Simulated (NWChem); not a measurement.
System: MgGeH₄Se; SMILES [GeH3][Mg][SeH]

The following NWChem deck was run.

```
start job
memory heap 200 mb stack 900 mb global 1100 mb
geometry units angstroms noautoz
  Mg    -0.146050     0.295678     0.016495
  Se     0.006396     2.730734     0.030707
  H      1.477561     2.629216     0.013727
  Ge    -0.332021    -2.278431     0.001314
  H     -1.018540    -2.831170    -1.271103
  H      1.044539    -2.983257     0.072140
  H     -1.147532    -2.835832     1.193092
end
basis spherical
  * library def2-svp
end
dft
  xc pw6b95
  iterations 150
  mulliken
end
task dft energy
```

Output (shortened):

```
             Northwest Computational Chemistry Package (NWChem) 7.3.0
             --------------------------------------------------------

 C1  symmetry detected

                             Geometry "geometry" -> ""
                             -------------------------

 Output coordinates in angstroms (scale by  1.889725989 to convert to a.u.)

  No.       Tag          Charge          X              Y              Z
 ---- ---------------- ---------- -------------- -------------- --------------
    1 Mg                  12.0000    -0.00798017     0.08236780     0.00016930
    2 Se                  34.0000    -0.02904769     2.52214148    -0.00003845
    3 H                    1.0000     1.44570998     2.52537923     0.00005342
    4 Ge                  32.0000    -0.01046304    -2.49849380    -0.00004515
    5 H                    1.0000    -0.64119705    -3.10602730    -1.27634896
    6 H                    1.0000     1.41176823    -3.10324308     0.09078415
    7 H                    1.0000    -0.79808053    -3.10553092     1.18623200

 Effective nuclear repulsion energy (a.u.)     348.0542454221

                                 NWChem DFT Module
                                 -----------------

 Summary of "ao basis" -> "ao basis" (spherical)
 ------------------------------------------------------------------------------
       Tag                 Description            Shells   Functions and Types
 ---------------- ------------------------------  ------  ---------------------
 Mg                         def2-svp                 8       18   4s3p1d
 Se                         def2-svp                12       32   5s4p3d
 H                          def2-svp                 3        5   2s1p
 Ge                         def2-svp                12       32   5s4p3d

            General Information
            -------------------
          SCF calculation type: DFT
          Wavefunction type:  closed shell.
          No. of atoms     :     7
          No. of electrons :    82
           Alpha electrons :    41
            Beta electrons :    41
          Charge           :     0
          Spin multiplicity:     1
          Use of symmetry is: off; symmetry adaption is: off
          Maximum number of iterations: 150
          AO basis - number of functions:   102
                     number of shells:    44
          Convergence on energy requested:  1.00D-06
          Convergence on density requested:  1.00D-05
          Convergence on gradient requested:  5.00D-04

              XC Information
              --------------
                       PW6B95 Method XC Functional
                     Hartree-Fock (Exact) Exchange  0.280
                    PW6B95 GGA Exchange Functional  0.720
                      PW6B95 Correlation Potential  1.000

             Grid Information
             ----------------
          Grid used for XC integration:  medium
          Radial quadrature: Mura-Knowles
          Angular quadrature: Lebedev.
          Tag              B.-S. Rad. Rad. Pts. Rad. Cut. Ang. Pts.
          ---              ---------- --------- --------- ---------
          Mg                  1.50       88          10.0       590
          Se                  1.15      112          13.0       590
          H                   0.35       45          14.0       434
          Ge                  1.25      112          12.0       590
          Grid pruning is: on
          Number of quadrature shells:   492
          Spatial weights used:  Erf1

      Superposition of Atomic Density Guess
      -------------------------------------

 Sum of atomic energies:       -4676.08720235

      Non-variational initial energy
      ------------------------------

 Total energy =   -4676.698163
 1-e energy   =   -7213.407264
 2-e energy   =    2188.654855
 HOMO         =      -0.270682
 LUMO         =      -0.021830

     ---------------------------------------------
      Total Density - Mulliken Population Analysis
     ---------------------------------------------

    Atom       Charge   Shell Charges
 -----------   ------   -------------------------------------------------------
    1 Mg  12    11.34   2.00  1.99  0.83  0.20  5.98  0.18  0.07  0.09
    2 Se  34    34.69   2.00  2.00  2.00  1.34  0.51  6.00  5.98  2.05  2.79  8.20  1.75  0.07
    3 H    1     0.81   0.57  0.22  0.02
    4 Ge  32    31.94   2.00  2.00  2.00  1.09  0.27  6.00  5.98  1.23  1.32  8.13  1.81  0.11
    5 H    1     1.07   0.68  0.39  0.01
    6 H    1     1.07   0.68  0.39  0.01
    7 H    1     1.07   0.68  0.39  0.01

   convergence    iter        energy       DeltaE   RMS-Dens  Diis-err
 ---------------- ----- ----------------- --------- --------- ---------
 d= 0,ls=0.0,diis     1  -4682.7043346655 -5.03D+03  1.00D-02  2.39D-01
 d= 0,ls=0.0,diis     2  -4682.7223774827 -1.80D-02  5.31D-03  1.64D-01
 d= 0,ls=0.0,diis     3  -4682.7459418538 -2.36D-02  1.10D-03  1.23D-02
 d= 0,ls=0.0,diis     4  -4682.7473062304 -1.36D-03  1.73D-04  6.54D-04
 d= 0,ls=0.0,diis     5  -4682.7473614926 -5.53D-05  5.70D-05  1.32D-05
  Resetting Diis
 d= 0,ls=0.0,diis     6  -4682.7473640916 -2.60D-06  1.44D-05  1.04D-06
 d= 0,ls=0.0,diis     7  -4682.7473642932 -2.02D-07  6.08D-06  1.59D-07

         Total DFT energy =    -4682.747364293158
      One electron energy =    -7216.501456850343
           Coulomb energy =     2372.237911748369
    Exchange-Corr. energy =     -186.538064613264
 Nuclear repulsion energy =      348.054245422080

 Numeric. integr. density =       81.999997853654

                       DFT Final Molecular Orbital Analysis
                       ------------------------------------

[...]
```

Level: PW6B95/def2-SVP. Coordinates come from a PBE0/def2-SVP optimisation.
